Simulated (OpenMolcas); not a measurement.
Multiplet structure of V4+

| Property | Result |
| --- | --- |
| Program | OpenMolcas 26.06 |
| Method | SS-CASPT2, IPEA 0.25 Eh, imaginary shift 0.1 Eh (closed shells correlated: 3s 3p) |
| Basis | ANO-RCC-VTZP [6s5p3d2f1g] |
| Scalar Hamiltonian | DKH2, point nucleus |
| Active space | 1 electron in 10 orbitals (3d 4d) |
| State averaging | 2S+1 = 2 even, 5 roots |
| Spin-orbit coupling | state interaction with AMFI integrals over the reference wave functions, term energies averaged over their components |

With spin-orbit coupling, above the lowest level:

| Configuration | Term | J | E (cm-1) | Measured (cm-1) | Term weight % |
| --- | --- | --- | --- | --- | --- |
| 3d | 2D | 3/2 | 0.0 | 0.0 | 100 |
| 3d | 2D | 5/2 | 612 | 625 | 100 |

Against the measured value (Sugar and Corliss, J. Phys. Chem. Ref. Data 7, 1191 (1978)): 3d 2D 5/2: computed 612, measured 625 cm-1 (-2.1 %).

Spin-orbit coupling puts the lowest level 367 cm-1 below the lowest spin-free term.

Term energies are means over components that CASPT2 splits; among the terms shown or strongly mixed into the levels shown the widest spread is 12 cm-1 (3d 2D). With one active electron outside closed inactive shells, the extra shells (4d) add no correlation to the reference. With one active electron, CASPT2 adds the correlation within the correlated inactive shells and between them and that electron, and leaves the splitting within a term as the reference gives it. Computed and measured levels are paired by configuration, term and J; levels that our copy of the source lacks, or whose pairing is in doubt (as where it misses far off the trend of its configuration), stay unpaired and out of the deviations. Levels of configurations outside the active space are missing. The first state left out of the spin-orbit step lies near 300000 cm-1 above the lowest spin-free state of the reference (among the parities and spins computed), and the list stops at four fifths of that energy or lower.

The term weight is that of the spin-free term in the level, not the purity of its configuration.
